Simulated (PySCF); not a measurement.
B(Cl)(Me)(SH) (CH₄BClS), SMILES CB(S)Cl. Atoms are numbered in the order given.

```xyz
8

B     -0.3396    -0.0090     0.0000
Cl     0.6299    -1.4994     0.0000
C     -1.9020    -0.1116     0.0000
H     -2.2346    -0.6880     0.8810
H     -2.4225     0.8571     0.0000
H     -2.2346    -0.6880    -0.8810
S      0.6087     1.5221     0.0000
H     -0.4461     2.3699     0.0000
```
Charge 0, spin multiplicity 1.

The structure is a stationary point at B3LYP-D3(BJ)/def2-SVP. Other conformers were not sampled.

All values below come from r2SCAN/def2-TZVP (PySCF).

Isolated molecule, no solvent.

Problem. Estimate the frontier levels, gap, dipole moment and polarisability. (The exact figures need the calculation; the answer reports its results.)

Solution. 
```yaml
highest_occupied_level: -7.16 eV
lowest_empty_level: -1.53 eV
orbital_gap: 5.63 eV
dipole_moment: 2.15 D
quadrupole, principal values (traceless, Buckingham form, about the centre of nuclear charge): -1.55, -1.35, 2.90 D·Å
mean_static_polarisability: 57.9 bohr³ (8.58 Å³)
polarisability_principal_values: 43.0, 59.4, 71.4 bohr³
```
